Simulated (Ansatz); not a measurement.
# Bend profile

AlBrCl (SMILES [Cl][Al][Br]), doublet, at its PBE0-D4/def2-TZVP minimum:

Cl1  (0.440, 1.761, 0.424)
Al2  (-0.648, 0.131, -0.338)
Br3  (0.197, -1.957, -0.099)
(Å)

The angle Br3–Al2–Cl1 (118.9° at the minimum) is set to the values below, Br3, with anything bonded beyond it, turning rigidly in the plane of the angle. Each method's energies count from its own value at the PBE0-D4 minimum structure. Computed with Ansatz 0.2.0 (basis: def2-TZVPP); correlated methods freeze the cores; orbitals are unrestricted. Filled d shells of the heavier atoms are correlated. The def2 sets are not built for correlating such inner shells, so the correlated values are less sure here.

CCSD(T) energies along the scan:
| angle (°) | CCSD(T) (kJ/mol) |
| --- | --- |
| 94.9 | 34.8 |
| 100.9 | 18.2 |
| 106.9 | 7.7 |
| 112.9 | 1.9 |
| 118.9 | 0.0 |
| 124.9 | 1.2 |
| 130.9 | 5.2 |
| 136.9 | 11.6 |
| 142.9 | 20.0 |
They count from the CCSD(T) energy at the PBE0-D4 minimum.

Minimum and curvature along this coordinate at CCSD(T): A fifth-order fit through the nearest points gives 119.4°, with a curvature of about 0.9 meV/deg².

Largest difference from the CCSD(T) curve over the scan: PBE-D4 3.2; r2SCAN-D4 1.9; PBE0-D4 3.1; wB97M-V 3.8 kJ/mol. Each curve counts from its own value at the minimum.

The T1 diagnostic stays at or below 0.012. ⟨S²⟩ of the unrestricted Hartree–Fock references: 0.75 to 0.76 (a pure state has 0.75).

For scale, one of the runs: CCSD(T)/def2-TZVPP, 132 basis functions (an equivalent command: `ansatz run in.yaml --threads 4`). Hardware: 4 CPU threads, shared host. Wall time 11 s; peak host memory 0.96 GiB.
